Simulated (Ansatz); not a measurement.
The cluster Te₄Se⁻. The state is a doublet with charge -1. Geometry PBE-D4/def2-SVPD; atoms count from 1.

Cartesian coordinates in Å:
```
Se 1.8867 -0.7930 0.7272
Te -0.3867 -0.3523 2.3101
Te -1.7562 1.2332 0.6773
Te 1.2500 0.5212 -1.3317
Te -0.9938 -0.6091 -2.3829
```

In the def2 sets Te takes a core potential; there is no spin–orbit coupling. Another isomer (doublet) lies 0.05 eV lower at PBE0-D4/def2-TZVPD; other spin states weren't run for this one.

(1) Estimate the Mulliken populations from the PBE0/def2-TZVPD orbitals of Ansatz.

(2) Where does the spin sit?

(3) And the Mayer bond orders between bonded heavy atoms (over 0.3)?

Answers

(1) 
```
atom  charge (e)  spin (α − β)
 Se1       -0.34         -0.01
 Te2       -0.05          0.07
 Te3       -0.27          0.46
 Te4        0.06          0.04
 Te5       -0.39          0.44
```
Mulliken values and Mayer orders depend strongly on the basis. With diffuse functions, as here, like atoms can get unlike values, and bond orders can come out too low or too high.

(2) Summed by element: Se -0.01, Te 1.01, of 1 unpaired in all. Largest on single atoms: Te3 0.46, Te5 0.44, Te2 0.07.

(3) Se1–Te2 0.67 (2.81 Å); Se1–Te4 1.06 (2.52 Å); Te2–Te3 1.32 (2.66 Å); Te4–Te5 1.10 (2.72 Å). Values over 0.3 also appear between atoms too far apart for a bond (Te3–Te5 0.34 at 3.65 Å); they arise where an orbital or an unpaired electron spreads over both atoms.
